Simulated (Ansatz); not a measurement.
C2H4BFO2 can be A, `CC(=O)OBF`, or B, `COC1OB1F`.

Gas-phase electronic energies from Ansatz, PBE0-D4/def2-TZVP geometries. CCSD(T)/CBS is the MP2 limit (def2-TZVPP, def2-QZVPP) plus CCSD(T) − MP2 in def2-TZVPP, frozen cores. Functionals use def2-TZVPP. B3LYP here is the variant with VWN-RPA as its local correlation; programs differ in this. Each species was taken in one conformer, which may not be the lowest.

**Question.** Which is lower in electronic energy at CCSD(T)/CBS, and by how much? (Best estimate.)

**Answer.** Computed: A, by 49.3 kcal/mol.

**Question.** Give E(B) − E(A) in kcal/mol with PBE-D4, CCSD/def2-TZVPP, ωB97M-V, PBE0-D4, HF/def2-TZVPP, CCSD(T)/def2-TZVPP, B3LYP. (Best estimate.)

**Answer.** Ansatz gave: PBE-D4 45.3, CCSD/def2-TZVPP 50.9, ωB97M-V 49.4, PBE0-D4 47.8, HF/def2-TZVPP 59.9, CCSD(T)/def2-TZVPP 49.8, B3LYP 49.8. None reverses the order clearly.

Largest T1 diagnostic: 0.015.

In def2-TZVPP, CCSD(T) changes the Hartree–Fock value by −10.1 kcal/mol (the triples alone add −1.1 kcal/mol) and MP2 by −10.4 kcal/mol. From PBE to PBE0 (25 % exact exchange), in def2-TZVPP and without D4, E(B) − E(A) moves by +2.5 kcal/mol.
